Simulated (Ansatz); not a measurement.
Molecule: sum formula H₂BO, net charge 0, doublet state. It need not be the lowest isomer of its formula. 
Geometry from a B3LYP-D3(BJ)/def2-TZVP (Ansatz, a quantum-chemistry and plane-wave program) optimisation:
SMILES: [BH]O
```xyz
4

B     -0.7319     0.1970     0.2269
O      0.4516    -0.3244    -0.0878
H     -1.0577     1.3406     0.0563
H      1.1043     0.2699    -0.4882
```
Charge 0, spin multiplicity 2.

Computed values are from Ansatz. Correlated levels leave the core frozen unless marked. Open shells are spin-unrestricted. No spin-orbit coupling. No relativistic terms. Basis-set limits of correlation are two-point, X^-3; Hartree-Fock from the larger set.

What is the atomisation energy De at CCSD(T)/CBS(aug-cc-pVTZ,aug-cc-pVQZ)?

1350.9 kJ/mol.

What is the total energy at CCSD(T)/CBS(aug-cc-pVTZ,aug-cc-pVQZ)?

-101.1204 Eh.

What is the dipole moment at CCSD(T)/aug-cc-pVDZ?

2.13 D.

What is the T1 diagnostic at CCSD/aug-cc-pVQZ?

0.016.
